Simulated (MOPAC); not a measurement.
MOPAC input (PM3):

```
PM3 PRECISE GNORM=0.05 LET XYZ GEO-OK AUX(PRECISION=9) THREADS=1
ClFPb

Pb    0.13000800 1    0.11681200 1    0.36359000 1
F     0.92457500 1    1.43740400 1   -1.00083100 1
Cl   -1.11657700 1   -1.32442700 1   -1.22393800 1
```

Output:

```
 *******************************************************************************
 **                                                                           **
 **                              MOPAC v23.2.5                                **
 **                                                                           **
 *******************************************************************************
 ** MOPAC's Digital Object Identifier: https://doi.org/10.5281/zenodo.6511958 **
 **                                                                           **
 ** Please cite the open-source release paper for use of this MOPAC version:  **
 ** J. E. Moussa and J. J. P. Stewart (2026)                                  **
 ** MOPAC: An open-source semiempirical molecular orbital program             **
 ** J. Open Source Softw., 11(119), 8025, https://doi.org/10.21105/joss.08025 **
 *******************************************************************************

                              PM3 CALCULATION RESULTS

 *******************************************************************************
 *  PM3        - The PM3 Hamiltonian to be used
 *  GEO-OK     - OVERRIDE INTERATOMIC DISTANCE AND OTHER SAFETY CHECKS
 *  LET        - OVERRIDE SOME SAFETY CHECKS
 *  PRECISE    - TIGHTER CRITERIA TO BE USED
 *  XYZ        - CARTESIAN COORDINATE SYSTEM TO BE USED
 *  GNORM      - EXIT WHEN GRADIENT NORM DROPS BELOW 0.050
 *  AUX        - OUTPUT AUXILIARY INFORMATION
 *******************************************************************************
PM3 PRECISE GNORM=0.05 LET XYZ GEO-OK AUX(PRECISION=9) THREADS=1
 ClFPb

   ATOM   CHEMICAL          X               Y               Z
  NUMBER   SYMBOL      (ANGSTROMS)     (ANGSTROMS)     (ANGSTROMS)

     1      Pb          0.13000800  *   0.11681200  *   0.36359000  *
     2       F          0.92457500  *   1.43740400  *  -1.00083100  *
     3      Cl         -1.11657700  *  -1.32442700  *  -1.22393800  *

          CARTESIAN COORDINATES

    NO.       ATOM           X           Y           Z

     1        Pb          0.1300      0.1168      0.3636
     2         F          0.9246      1.4374     -1.0008
     3        Cl         -1.1166     -1.3244     -1.2239

  F: (PM3): J. J. P. STEWART, J. COMP. CHEM. 10, 209 (1989).
 Cl: (PM3): J. J. P. STEWART, J. COMP. CHEM. 10, 209 (1989).
 Pb: (PM3): J. J. P. STEWART, J. COMP. CHEM. 12, 320-341 (1991).

           Empirical Formula: Pb F Cl  =     3 atoms

      MOLECULAR POINT GROUP   :   Cs

      RHF CALCULATION, NO. OF DOUBLY OCCUPIED LEVELS = 9

          Geometry optimization using EF

          DIAGONAL MATRIX USED AS START HESSIAN

 CYCLE:     1  GRAD.:    30.359 HEAT: -63.74696
 CYCLE:     2  GRAD.:   201.374 HEAT: -55.04100
 CYCLE:     3  GRAD.:     8.880 HEAT: -64.08698
 CYCLE:     4  GRAD.:     2.844 HEAT: -64.12766
 CYCLE:     5  GRAD.:     2.740 HEAT: -64.15162
 CYCLE:     6  GRAD.:     3.324 HEAT: -64.16592
 CYCLE:     7  GRAD.:     0.689 HEAT: -64.17525
 CYCLE:     8  GRAD.:     0.441 HEAT: -64.17664
 CYCLE:     9  GRAD.:     0.088 HEAT: -64.17677
 CYCLE:    10  GRAD.:     0.021 HEAT: -64.17678

     GRADIENT =  0.02122 IS LESS THAN CUTOFF =  0.05000

 -------------------------------------------------------------------------------
 PM3 PRECISE GNORM=0.05 LET XYZ GEO-OK AUX(PRECISION=9) THREADS=1
 ClFPb

     GEOMETRY OPTIMISED USING EIGENVECTOR FOLLOWING (EF).
     SCF FIELD WAS ACHIEVED

                              PM3 CALCULATION
                                                       MOPAC v23.2.5 Linux

          FINAL HEAT OF FORMATION =        -64.17678 KCAL/MOL =    -268.51565 KJ/MOL

          COSMO AREA              =        106.10 SQUARE ANGSTROMS
          COSMO VOLUME            =         92.50 CUBIC ANGSTROMS

          GRADIENT NORM           =          0.02122          =       0.01225 PER ATOM
          IONIZATION POTENTIAL    =         10.036185 EV
          HOMO LUMO ENERGIES (EV) =        -10.036 -2.606
          NO. OF FILLED LEVELS    =          9
          MOLECULAR WEIGHT        =        261.6514         POINT GROUP:  Cs

          MOLECULAR DIMENSIONS (Angstroms)

            Atom       Atom       Distance
           Cl     3    F     2     3.33585
            F     2   Pb     1     1.49808
           Pb     1   Cl     3     0.00000

          SCF CALCULATIONS        =         11

   ATOM   CHEMICAL          X               Y               Z
  NUMBER   SYMBOL      (ANGSTROMS)     (ANGSTROMS)     (ANGSTROMS)

     1      Pb          0.13433082  *   0.12055325  *   0.37652388  *
     2       F          0.88242705  *   1.38308183  *  -1.02144231  *
     3      Cl         -1.09617368  *  -1.29370577  *  -1.24011758  *

                             CARTESIAN COORDINATES

   1   Pb        0.134330823     0.120553251     0.376523878
   2    F        0.882427049     1.383081826    -1.021442315
   3   Cl       -1.096173683    -1.293705766    -1.240117576

           Empirical Formula: Pb F Cl  =     3 atoms

      MOLECULAR POINT GROUP   :   Cs

                  EIGENVALUES
 -54.25638 -18.71339 -15.72366 -14.68149 -14.53174 -12.29879 -10.64938 -10.64505
 -10.03619  -2.60582  -1.09267  -0.11737

              NET ATOMIC CHARGES AND DIPOLE CONTRIBUTIONS

  ATOM NO.   TYPE          CHARGE      No. of ELECS.   s-Pop       p-Pop
    1         Pb           0.887197        3.1128     1.92301     1.18979
    2          F          -0.419466        7.4195     1.70810     5.71137
    3         Cl          -0.467731        7.4677     1.98079     5.48694
 DIPOLE           X         Y         Z       TOTAL
 POINT-CHG.     1.257     0.634     6.449     6.600
 HYBRID        -0.019     0.168    -1.150     1.162
 SUM            1.238     0.801     5.299     5.500

          ATOMIC ORBITAL ELECTRON POPULATIONS

     Atom    s        px        py        pz
    1 Pb   1.92301   0.26792   0.35343   0.56845
    2  F   1.70810   1.91593   1.89016   1.90528
    3 Cl   1.98079   1.83339   1.82322   1.83033

 **********************
 *                    *
 * JOB ENDED NORMALLY *
 *                    *
 **********************

 == MOPAC DONE ==
```

The geometry given is a B3LYP-D3(BJ)/def2-TZVP minimum.
